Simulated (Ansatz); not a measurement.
C₃H₅Ga (`C#[C][GaH][CH3]`) at its PBE0-D4/def2-TZVP geometry, where that method's forces vanish. Total charge 0; spin multiplicity 1.

```json
{"atom": "C1", "x (Å)": "-1.7794", "y (Å)": "-1.9915", "z (Å)": "-0.5960"}
{"atom": "C2", "x (Å)": "-0.9854", "y (Å)": "-1.2708", "z (Å)": "-0.0355"}
{"atom": "Ga3", "x (Å)": "0.2786", "y (Å)": "-0.1110", "z (Å)": "0.8383"}
{"atom": "C4", "x (Å)": "0.9784", "y (Å)": "1.3997", "z (Å)": "-0.1919"}
{"atom": "H5", "x (Å)": "-2.4794", "y (Å)": "-2.6286", "z (Å)": "-1.0871"}
{"atom": "H6", "x (Å)": "0.6647", "y (Å)": "-0.4600", "z (Å)": "2.3135"}
{"atom": "H7", "x (Å)": "0.1513", "y (Å)": "1.9915", "z (Å)": "-0.5917"}
{"atom": "H8", "x (Å)": "1.6263", "y (Å)": "2.0465", "z (Å)": "0.3993"}
{"atom": "H9", "x (Å)": "1.5448", "y (Å)": "1.0243", "z (Å)": "-1.0488"}
```

(1) For each bond, give half the difference of the two atoms' forces along it (eV/Å; positive pushes the atoms apart) under PBE-D4, r2SCAN-D4, B3LYP-D4, ωB97M-V in def2-TZVPP. (Estimate.)

Results:

(1) Computed: 
```
  bond  length (Å)  PBE-D4  r2SCAN-D4  B3LYP-D4  ωB97M-V
 C1–C2       1.210    0.95       0.42     -0.02    -0.29
 C1–H5       1.066   -0.34      -0.22     -0.11     0.06
C2–Ga3       1.925   -0.51      -0.23      0.10     0.26
Ga3–C4       1.958    0.02       0.02      0.18     0.02
Ga3–H6       1.564    0.01      -0.09     -0.10    -0.14
 C4–H7       1.093    0.11       0.00     -0.06    -0.04
 C4–H8       1.090    0.10      -0.01     -0.07    -0.05
 C4–H9       1.094    0.11       0.00     -0.06    -0.04
```

B3LYP here is the variant with VWN-RPA as its local correlation; programs differ in this.
